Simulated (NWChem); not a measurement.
System: CH₄CaN₂O

Here is an NWChem input.

```
start job
memory heap 200 mb stack 900 mb global 1100 mb
geometry units angstroms noautoz
  Ca     0.305087    -0.720673     0.000000
  O      0.296160    -2.725946     0.000000
  H      0.283686    -3.682483     0.000000
  C      0.225473     1.963180     0.000000
  N      0.248492     1.308382    -1.150263
  N      0.248492     1.308382     1.150263
  H      0.186116     3.072737     0.000000
  H      0.225809     1.921928    -1.956487
  H      0.225809     1.921928     1.956487
end
basis spherical
  * library def2-svpd
end
dft
  xc pbe0
  iterations 150
end
tddft
  cis
  nroots 6
  notriplet
end
task tddft energy
```

Parts of the log:

```
             Northwest Computational Chemistry Package (NWChem) 7.3.0
             --------------------------------------------------------

 CS  symmetry detected

                             Geometry "geometry" -> ""
                             -------------------------

 Output coordinates in angstroms (scale by  1.889725989 to convert to a.u.)

  No.       Tag          Charge          X              Y              Z
 ---- ---------------- ---------- -------------- -------------- --------------
    1 Ca                  20.0000     0.02038256     0.66552229     0.00000000
    2 O                    8.0000    -0.02218621     2.67036328     0.00000000
    3 H                    1.0000    -0.05070654     3.62655637     0.00000000
    4 C                    6.0000    -0.01419248    -2.01928867     0.00000000
    5 N                    7.0000    -0.00216245    -1.36419663    -1.15026300
    6 N                    7.0000    -0.00216245    -1.36419663     1.15026300
    7 H                    1.0000    -0.03492859    -3.12934980     0.00000000
    8 H                    1.0000    -0.01454862    -1.97803684    -1.95648700
    9 H                    1.0000    -0.01454862    -1.97803684     1.95648700

 Effective nuclear repulsion energy (a.u.)     235.5424757778

      Symmetry information
      --------------------

 Group name             Cs
 Group number              2
 Group order               2
 No. of unique centers     7

                                 NWChem DFT Module
                                 -----------------

 Summary of "ao basis" -> "ao basis" (spherical)
 ------------------------------------------------------------------------------
       Tag                 Description            Shells   Functions and Types
 ---------------- ------------------------------  ------  ---------------------
 Ca                        def2-svpd                11       27   5s4p2d
 O                         def2-svpd                 9       23   4s3p2d
 H                         def2-svpd                 4        8   2s2p
 C                         def2-svpd                 8       20   4s2p2d
 N                         def2-svpd                 8       20   4s2p2d

      Symmetry analysis of basis
      --------------------------

        a'         89
        a"         53

            General Information
            -------------------
          SCF calculation type: DFT
          Wavefunction type:  closed shell.
          No. of atoms     :     9
          No. of electrons :    52
           Alpha electrons :    26
            Beta electrons :    26
          Charge           :     0
          Spin multiplicity:     1
          Use of symmetry is: off; symmetry adaption is: on
          Maximum number of iterations: 150
          AO basis - number of functions:   142
                     number of shells:    60
          Convergence on energy requested:  1.00D-06
          Convergence on density requested:  1.00D-05
          Convergence on gradient requested:  5.00D-04

              XC Information
              --------------
                         PBE0 Method XC Functional
                     Hartree-Fock (Exact) Exchange  0.250
          PerdewBurkeErnzerhof Exchange Functional  0.750
            Perdew 1991 LDA Correlation Functional  1.000 local
           PerdewBurkeErnz. Correlation Functional  1.000 non-local

             Grid Information
             ----------------
          Grid used for XC integration:  medium
          Radial quadrature: Mura-Knowles
          Angular quadrature: Lebedev.
          Tag              B.-S. Rad. Rad. Pts. Rad. Cut. Ang. Pts.
          ---              ---------- --------- --------- ---------
          Ca                  1.80      112          11.0       590
          O                   0.60       49          13.0       434
          H                   0.35       45          15.0       434
          C                   0.70       49          13.0       434
          N                   0.65       49          13.0       434
          Grid pruning is: on
          Number of quadrature shells:   488
          Spatial weights used:  Erf1

      Superposition of Atomic Density Guess
      -------------------------------------

 Sum of atomic energies:        -899.46635387

      Non-variational initial energy
      ------------------------------

 Total energy =    -901.372118
 1-e energy   =   -1696.790493
 2-e energy   =     559.875899
 HOMO         =      -0.332306
 LUMO         =      -0.095534

      Symmetry analysis of molecular orbitals - initial
      -------------------------------------------------

  Numbering of irreducible representations:

     1 a'          2 a"

  Orbital symmetries:

     1 a'          2 a'          3 a'          4 a'          5 a"
     6 a'          7 a"          8 a'          9 a'         10 a'
    11 a'         12 a'         13 a"         14 a'         15 a'
    16 a"         17 a'         18 a'         19 a'         20 a"
    21 a'         22 a"         23 a'         24 a"         25 a'
    26 a"         27 a'         28 a'         29 a"         30 a'
    31 a'         32 a'         33 a'         34 a'         35 a"
    36 a"

 !! scf_movecs_sym_adapt:   72 vectors were symmetry contaminated

  Symmetry fudging

 !! scf_movecs_sym_adapt:    2 vectors were symmetry contaminated

   convergence    iter        energy       DeltaE   RMS-Dens  Diis-err
 ---------------- ----- ----------------- --------- --------- ---------
 d= 0,ls=0.0,diis     1   -902.1042428255 -1.14D+03  1.92D-02  1.55D+00

 !! scf_movecs_sym_adapt:   68 vectors were symmetry contaminated

  Symmetry fudging

 !! scf_movecs_sym_adapt:    2 vectors were symmetry contaminated

 d= 0,ls=0.0,diis     2   -901.7213209267  3.83D-01  1.07D-02  5.29D+00

 !! scf_movecs_sym_adapt:   73 vectors were symmetry contaminated

  Symmetry fudging
 d= 0,ls=0.0,diis     3   -902.2799385013 -5.59D-01  2.84D-03  8.08D-02

 !! scf_movecs_sym_adapt:   72 vectors were symmetry contaminated

  Symmetry fudging
 d= 0,ls=0.0,diis     4   -902.2851461267 -5.21D-03  1.03D-03  3.45D-02

 !! scf_movecs_sym_adapt:   45 vectors were symmetry contaminated

  Symmetry fudging
 d= 0,ls=0.0,diis     5   -902.2887395786 -3.59D-03  2.03D-04  4.03D-04

 !! scf_movecs_sym_adapt:   10 vectors were symmetry contaminated

  Symmetry fudging
  Resetting Diis
 d= 0,ls=0.0,diis     6   -902.2887850813 -4.55D-05  6.85D-05  1.00D-05
 d= 0,ls=0.0,diis     7   -902.2887862870 -1.21D-06  2.55D-05  1.49D-06
 d= 0,ls=0.0,diis     8   -902.2887861927  9.43D-08  1.25D-05  2.38D-06
 d= 0,ls=0.0,diis     9   -902.2887864750 -2.82D-07  1.04D-06  4.40D-08

         Total DFT energy =     -902.288786474984
      One electron energy =    -1704.859992030891
           Coulomb energy =      632.162559289749
    Exchange-Corr. energy =      -65.133829511663
 Nuclear repulsion energy =      235.542475777821

 Numeric. integr. density =       52.000006468312

                  Occupations of the irreducible representations
                  ----------------------------------------------

                     irrep           alpha         beta
                     --------     --------     --------
                     a'               18.0         18.0
                     a"                8.0          8.0

                       DFT Final Molecular Orbital Analysis
                       ------------------------------------

 Vector   24  Occ=2.000000D+00  E=-2.650251D-01  Symmetry=a'
              MO Center= -2.1D-02,  2.6D+00, -2.8D-15, r^2= 9.5D-01
   Bfn.  Coefficient  Atom+Function         Bfn.  Coefficient  Atom+Function
  ----- ------------  ---------------      ----- ------------  ---------------
    32      0.591251  2 O  px                35      0.427015  2 O  px
    18      0.105403  1 Ca d -2              38      0.093403  2 O  px
     9     -0.083031  1 Ca px                56      0.054784  3 H  px
    23      0.039911  1 Ca d -2              12      0.031481  1 Ca px
    53      0.028945  3 H  px                46     -0.026814  2 O  d -2

[...]

                                NWChem TDDFT Module
                                -------------------

            General Information
            -------------------
           No. of orbitals :     284
            Alpha orbitals :     142
             Beta orbitals :     142
        Alpha frozen cores :       0
         Beta frozen cores :       0
     Alpha frozen virtuals :       0
      Beta frozen virtuals :       0
         Spin multiplicity :       1
    Number of AO functions :     142
        Use of symmetry is : off
      Symmetry adaption is : on
         Schwarz screening :  0.10D-07

              XC Information
              --------------
                  PBE0 Method XC Functional
              Hartree-Fock (Exact) Exchange   0.25
   PerdewBurkeErnzerhof Exchange Functional   0.75
     Perdew 1991 LDA Correlation Functional   1.00 local
    PerdewBurkeErnz. Correlation Functional   1.00 non-local

             TDDFT Information
             -----------------
          Calculation type : Tamm-Dancoff TDDFT
         Wavefunction type : Restricted singlets
          No. of electrons :      52
           Alpha electrons :      26
            Beta electrons :      26
              No. of roots :       6
          Max subspacesize :    5200
            Max iterations :     100
               Target root :       1
           Target symmetry : none
      Symmetry restriction : off
                 Algorithm : Optimal
        Davidson threshold :  0.10D-03

    6 smallest eigenvalue differences (eV)
--------------------------------------------------------
  No. Spin  Occ  Vir  Irrep   E(Occ)    E(Vir)   E(Diff)
--------------------------------------------------------
    1    1   26   27 a"       -0.235    -0.021     5.809
    2    1   25   27 a"       -0.264    -0.021     6.598
    3    1   26   28 a"       -0.235     0.009     6.627
    4    1   24   27 a'       -0.265    -0.021     6.635
    5    1   26   29 a"       -0.235     0.018     6.869
    6    1   26   30 a'       -0.235     0.022     6.990
--------------------------------------------------------

  Entering Davidson iterations
  Restricted singlet excited states

  Iter   NTrls   NConv    DeltaV     DeltaE      Time
  ----  ------  ------  ---------  ---------  ---------
    1      6       0     0.12E+00   0.10+100       20.3
    2     12       0     0.21E-01   0.11E-01       20.2
    3     18       0     0.98E-02   0.13E-02       20.3
    4     24       1     0.27E-02   0.15E-03       20.3
    5     29       3     0.89E-03   0.12E-04       19.4
    6     32       4     0.63E-03   0.18E-05       17.2
    7     34       5     0.23E-03   0.69E-06       15.8
    8     35       6     0.91E-04   0.87E-07       14.6
  ----  ------  ------  ---------  ---------  ---------
  Convergence criterion met

  Ground state a'       -902.288786474984 a.u.

  ----------------------------------------------------------------------------
  Root   1 singlet a"             0.171530792 a.u.                4.6676 eV
  ----------------------------------------------------------------------------
     Transition Moments    X  0.00000   Y  0.00000   Z -0.01247
     Dipole Oscillator Strength                    0.0000177863
     Electric Quadrupole                           0.0000000667
     Magnetic Dipole                               0.0000004659
     Total Oscillator Strength                     0.0000183188

     Occ.   26  a"  ---  Virt.   27  a'       0.98991
     Occ.   26  a"  ---  Virt.   29  a'       0.05814
     Occ.   26  a"  ---  Virt.   32  a'      -0.11205
  ----------------------------------------------------------------------------
  Root   2 singlet a"             0.196531336 a.u.                5.3479 eV
  ----------------------------------------------------------------------------
     Transition Moments    X -0.00000   Y -0.00000   Z -0.45677
     Dipole Oscillator Strength                    0.0273359437
     Electric Quadrupole                           0.0000002785
     Magnetic Dipole                               0.0000009614
     Total Oscillator Strength                     0.0273371836

     Occ.   25  a"  ---  Virt.   27  a'       0.98287
     Occ.   25  a"  ---  Virt.   29  a'      -0.12352
     Occ.   25  a"  ---  Virt.   35  a'       0.07296
     Occ.   26  a"  ---  Virt.   28  a'      -0.07995
  ----------------------------------------------------------------------------
  Root   3 singlet a'             0.197777594 a.u.                5.3818 eV
  ----------------------------------------------------------------------------
     Transition Moments    X -0.60274   Y -0.01734   Z  0.00000
     Dipole Oscillator Strength                    0.0479412502
     Electric Quadrupole                           0.0000003154
     Magnetic Dipole                               0.0000012882
     Total Oscillator Strength                     0.0479428538

     Occ.   24  a'  ---  Virt.   27  a'       0.98620
     Occ.   24  a'  ---  Virt.   29  a'      -0.12394
     Occ.   24  a'  ---  Virt.   32  a'      -0.05035
     Occ.   24  a'  ---  Virt.   35  a'       0.07589
  ----------------------------------------------------------------------------
  Root   4 singlet a"             0.204360619 a.u.                5.5609 eV
  ----------------------------------------------------------------------------
     Transition Moments    X -0.00000   Y -0.00000   Z -0.85076
     Dipole Oscillator Strength                    0.0986107375
     Electric Quadrupole                           0.0000000517
     Magnetic Dipole                               0.0000011330
     Total Oscillator Strength                     0.0986119222

     Occ.   22  a"  ---  Virt.   27  a'       0.07636
     Occ.   25  a"  ---  Virt.   27  a'       0.08405
     Occ.   26  a"  ---  Virt.   28  a'       0.97533
     Occ.   26  a"  ---  Virt.   37  a'       0.09122
     Occ.   26  a"  ---  Virt.   38  a'      -0.09982
     Occ.   26  a"  ---  Virt.   40  a'       0.05293
  ----------------------------------------------------------------------------
  Root   5 singlet a"             0.208494670 a.u.                5.6734 eV
  ----------------------------------------------------------------------------
     Transition Moments    X -0.00000   Y -0.00000   Z -0.00938
     Dipole Oscillator Strength                    0.0000122305
     Electric Quadrupole                           0.0000000682
     Magnetic Dipole                               0.0000004230
     Total Oscillator Strength                     0.0000127216

     Occ.   26  a"  ---  Virt.   29  a'       0.96153
     Occ.   26  a"  ---  Virt.   32  a'       0.22324
     Occ.   26  a"  ---  Virt.   33  a'      -0.13086
  ----------------------------------------------------------------------------
  Root   6 singlet a'             0.220810865 a.u.                6.0086 eV
  ----------------------------------------------------------------------------
     Transition Moments    X  0.47436   Y  0.00344   Z -0.00000
     Dipole Oscillator Strength                    0.0331258371
     Electric Quadrupole                           0.0000000302
     Magnetic Dipole                               0.0000001456
     Total Oscillator Strength                     0.0331260129

     Occ.   26  a"  ---  Virt.   30  a"      -0.99175
     Occ.   26  a"  ---  Virt.   36  a"       0.08298
     Occ.   26  a"  ---  Virt.   41  a"       0.05343

              Target root =      1
          Target symmetry = none
      Ground state energy =   -902.288786474984
        Excitation energy =      0.171530791860
     Excited state energy =   -902.117255683123

  stored tddft:energy   -902.11725568312318
```

Level: PBE0/def2-SVPD, TDA. All runs use the structure optimised with PBE0/def2-SVP.
